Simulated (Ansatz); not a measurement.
Computed with Ansatz on PBE0-D4/def2-TZVP structures; ΔE is electronic, products minus reactants. CBS: MP2 limit from def2 TZ/QZ plus the TZ coupled-cluster correction, frozen cores. DFT in def2-TZVPP. B3LYP here is the variant with VWN-RPA as its local correlation; programs differ in this. Elements past krypton have def2 core potentials. For Sb, Te outer-core shells are correlated without core-valence functions, which leaves a few kJ/mol of doubt a bond. Each species was taken in one conformer, which may not be the lowest.

`[CH3][Sb]([OH])[TeH]` + `C[SiH2]C` → `C[SiH](C)[TeH]` + `[CH3][SbH][OH]`  (formal exchange of groups at a Te–Sb bond)

CCSD(T)/CBS gives +35.4 kJ/mol.

**Question.** Another level gave +36.5 kJ/mol. Which?
A. SCS-MP2/def2-TZVPP
B. RPA@PBE/def2-TZVPP
C. BHLYP/def2-TZVPP
D. B3LYP/def2-TZVPP

**Answer.** C. BHLYP 36.5, RPA@PBE/def2-TZVPP 27.3, SCS-MP2/def2-TZVPP 32.0, B3LYP 40.5 kJ/mol.

Largest T1 diagnostic among the species: 0.013.

Leaving LDA and LC-ωPBE aside and taking each functional with its dispersion term where it has one, the values, not all of them listed here, spread over 15.0 kJ/mol, from B97M-V to BLYP-D4. LDA lies −3.3 kJ/mol from PBE without D4. From PBE to PBE0 (25 % exact exchange), in def2-TZVPP and without D4, ΔE moves by −4.3 kJ/mol.

CCSD(T)/CBS has its own doubt, a few kJ/mol and more with outer-core shells, so smaller differences from it don't rank the levels.
